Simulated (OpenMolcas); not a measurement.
## Ni III: Racah parameters, worked from levels

| Item | Value |
| --- | --- |
| Program | OpenMolcas |
| Basis | ANO-RCC-VTZP [6s5p3d2f1g] |
| Scalar Hamiltonian | DKH2, point nucleus |
| Active space | 8 electrons in 5 orbitals (3d) |
| State averaging | 2S+1 = 3 even, 10 roots; 2S+1 = 1 even, 15 roots |
| Spin-orbit coupling | state interaction with AMFI integrals over the reference wave functions, term energies averaged over their components |

Methods: CASSCF; SS-CASPT2, IPEA 0.25 Eh, imaginary shift 0.1 Eh (closed shells correlated: 3s 3p). Measured levels: Corliss and Sugar, J. Phys. Chem. Ref. Data 10, 197 (1981).

**Racah parameters.** Above ³F, d8 has ³P at 15B, ¹G at 12B + 2C and ¹D at 5B + 2C. The first two fix B and C, and the third tests them; where it misses by thousands of cm-1, two parameters do not describe the configuration (Trees and configuration-interaction terms are left out) and B and C hang on the terms chosen. Term energies are centres of gravity, weighted by 2J + 1.

```json
{"Source": "CASSCF", "³P": "20007", "¹G": "25644", "B": "1334", "C": "4819", "C/B": "3.61", "¹D from B, C": "16308", "¹D found": "16196"}
{"Source": "SS-CASPT2", "³P": "16391", "¹G": "22578", "B": "1093", "C": "4733", "C/B": "4.33", "¹D from B, C": "14931", "¹D found": "12560"}
{"Source": "measured", "³P": "15836", "¹G": "22115", "B": "1056", "C": "4723", "C/B": "4.47", "¹D from B, C": "14726", "¹D found": "13038"}
```

Energies in cm-1. From CASSCF to SS-CASPT2, B changes by -18.1 % and C by -1.8 %. Against the measured terms, SS-CASPT2 has B off by +3.5 % and C by +0.2 %.

Term energies are means over components that CASPT2 splits; among the terms shown or strongly mixed into the levels shown the widest spread is 900 cm-1 (3d⁸ ¹G, SS-CASPT2). Some levels mix across a computed gap that differs much from the measured one, so their mixing is not that of the real levels. Without dynamic correlation excited terms often stand tens of per cent too high (terms of higher spin than the ground term too low), and those without a measured partner can miss by more than the paired ones (holds for CASSCF). Computed and measured levels are paired by configuration, term and J; levels that our copy of the source lacks, or whose pairing is in doubt (as where it misses far off the trend of its configuration), stay unpaired and out of the deviations. Levels of configurations outside the active space are missing.
